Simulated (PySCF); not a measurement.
thienothiophene (C₆H₄S₂), singlet, at a GFN2-xTB geometry; PySCF with CCSD(T)/STO-3G.

The PySCF input:
```python
from pyscf import gto, scf, cc

mol = gto.Mole()
mol.atom = '''
    C     2.220031   -0.077972    0.449428
    C     1.634818    0.097874   -0.761832
    C     0.228895    0.090827   -0.649381
    S    -1.091064    0.255870   -1.751773
    C    -2.220031    0.077972   -0.449428
    C    -1.634818   -0.097874    0.761832
    C    -0.228895   -0.090827    0.649381
    S     1.091064   -0.255870    1.751773
    H     3.267548   -0.116520    0.673855
    H     2.171509    0.225438   -1.683494
    H    -3.267548    0.116520   -0.673855
    H    -2.171509   -0.225438    1.683494
'''
mol.basis = 'sto-3g'
mol.charge = 0
mol.spin = 0
mol.verbose = 4
mol.build()

mf = scf.RHF(mol)
mf.kernel()

mycc = cc.CCSD(mf)
mycc.kernel()
et = mycc.ccsd_t()
print('E(CCSD(T)) = %.10f' % (mycc.e_tot + et))
```

Task: Predict the main parts of the log of this PySCF run.

Result: 
```
PySCF version 2.14.0

[INPUT] verbose = 4
[INPUT] num. atoms = 12
[INPUT] num. electrons = 72
[INPUT] charge = 0
[INPUT] spin (= nelec alpha-beta = 2S) = 0
[INPUT] symmetry False subgroup None
[INPUT] Mole.unit = angstrom
[INPUT] Symbol           X                Y                Z      unit          X                Y                Z       unit  Magmom
[...]
nuclear repulsion = 478.035833677054
number of shells = 32
number of NR pGTOs = 156
number of NR cGTOs = 52
basis = sto-3g
ecp = {}

******** <class 'pyscf.scf.hf.RHF'> ********
method = RHF
initial guess = minao
damping factor = 0
level_shift factor = 0
DIIS = <class 'pyscf.scf.diis.CDIIS'>
diis_start_cycle = 1
diis_space = 8
diis_damp = 0
SCF conv_tol = 1e-09
SCF conv_tol_grad = None
SCF max_cycles = 50
direct_scf = True
direct_scf_tol = 1e-13
Set gradient conv threshold to 3.16228e-05
Initial guess from minao.
init E= -1015.57656868448
[...]
cycle= 1 E= -1013.03737429503  delta_E= 2.54  |g|= 0.349  |ddm|= 5.27
[...]
cycle= 2 E= -1013.0895174357  delta_E= -0.0521  |g|= 0.108  |ddm|= 0.688
[...]
cycle= 3 E= -1013.09437093931  delta_E= -0.00485  |g|= 0.0362  |ddm|= 0.222
[...]
cycle= 4 E= -1013.09507395668  delta_E= -0.000703  |g|= 0.00776  |ddm|= 0.0759
[...]
cycle= 5 E= -1013.0951338494  delta_E= -5.99e-05  |g|= 0.00332  |ddm|= 0.0228
[...]
cycle= 6 E= -1013.09514672257  delta_E= -1.29e-05  |g|= 0.000974  |ddm|= 0.0131
[...]
cycle= 7 E= -1013.09514750072  delta_E= -7.78e-07  |g|= 0.000256  |ddm|= 0.00333
[...]
cycle= 8 E= -1013.09514754086  delta_E= -4.01e-08  |g|= 5.79e-05  |ddm|= 0.000706
[...]
cycle= 9 E= -1013.09514754346  delta_E= -2.6e-09  |g|= 1.67e-05  |ddm|= 0.000187
[...]
cycle= 10 E= -1013.09514754367  delta_E= -2.17e-10  |g|= 4.57e-06  |ddm|= 4.78e-05
[...]
Extra cycle  E= -1013.09514754368  delta_E= -9.32e-12  |g|= 1.99e-06  |ddm|= 9.07e-06
converged SCF energy = -1013.09514754368

******** <class 'pyscf.cc.ccsd.CCSD'> ********
CC2 = 0
CCSD nocc = 36, nmo = 52
max_cycle = 50
direct = 0
conv_tol = 1e-07
conv_tol_normt = 1e-05
diis_space = 6
diis_start_cycle = 0
diis_start_energy_diff = 1e+09
Init t2, MP2 energy = -1013.51615500274  E_corr(MP2) -0.421007459057928
Init E_corr(CCSD) = -0.421007459060477
cycle = 1  E_corr(CCSD) = -0.459352158998011  dE = -0.0383446999  norm(t1,t2) = 0.0727202
cycle = 2  E_corr(CCSD) = -0.476475737962975  dE = -0.017123579  norm(t1,t2) = 0.0303797
cycle = 3  E_corr(CCSD) = -0.485484444901886  dE = -0.00900870694  norm(t1,t2) = 0.0152954
cycle = 4  E_corr(CCSD) = -0.488058055617144  dE = -0.00257361072  norm(t1,t2) = 0.00590653
cycle = 5  E_corr(CCSD) = -0.487903890107528  dE = 0.00015416551  norm(t1,t2) = 0.00220118
cycle = 6  E_corr(CCSD) = -0.487857322888599  dE = 4.65672189e-05  norm(t1,t2) = 0.000754603
cycle = 7  E_corr(CCSD) = -0.487860419301954  dE = -3.09641336e-06  norm(t1,t2) = 0.000353698
cycle = 8  E_corr(CCSD) = -0.487876515185693  dE = -1.60958837e-05  norm(t1,t2) = 8.58407e-05
cycle = 9  E_corr(CCSD) = -0.48787285563716  dE = 3.65954853e-06  norm(t1,t2) = 4.05002e-05
cycle = 10  E_corr(CCSD) = -0.487873798449488  dE = -9.42812328e-07  norm(t1,t2) = 1.79716e-05
cycle = 11  E_corr(CCSD) = -0.487872822916617  dE = 9.75532871e-07  norm(t1,t2) = 6.09405e-06
cycle = 12  E_corr(CCSD) = -0.487872370523441  dE = 4.52393176e-07  norm(t1,t2) = 2.00662e-06
cycle = 13  E_corr(CCSD) = -0.487872169679946  dE = 2.00843495e-07  norm(t1,t2) = 9.27849e-07
cycle = 14  E_corr(CCSD) = -0.487872104770305  dE = 6.49096409e-08  norm(t1,t2) = 3.9418e-07
CCSD converged
E(CCSD) = -1013.583019648453  E_corr = -0.4878721047703054
CCSD(T) correction = -0.0117880925875897
E(CCSD(T)) = -1013.5948077410
```
